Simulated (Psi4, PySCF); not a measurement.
Psi4 was given this input:
```
memory 2 GB

molecule mol {
0 1
  Ti   -0.000000    0.000000   -0.000000
  I     2.095241   -0.595467   -1.496032
  I     0.787832    0.442030    2.483275
  I    -1.173643    2.168196   -0.950901
  I    -1.709430   -2.014759   -0.036342
}

set basis sto-3g
set reference rks
set scf_type pk
set puream true
set d_convergence 1e-8
set dft_radial_points 99
set dft_spherical_points 590

energy('b3lyp')
print_variables()
```

Q: Write the same job for PySCF.

A: This is not unique; one that fits is 
```python
from pyscf import gto, scf, dft

mol = gto.M(
    atom='''
Ti   -0.000000    0.000000   -0.000000
I     2.095241   -0.595467   -1.496032
I     0.787832    0.442030    2.483275
I    -1.173643    2.168196   -0.950901
I    -1.709430   -2.014759   -0.036342
''',
    basis='sto-3g',
    charge=0,
    spin=0,
    verbose=3,
)

mf = dft.RKS(mol)
mf.xc = 'b3lyp'
mf.grids.atom_grid = (99, 590)
mf.grids.prune = None
mf.kernel()
```

Both were run: Psi4 gave -28252.405297 Eh and PySCF -28252.405384 Eh, 0.087 mEh apart.
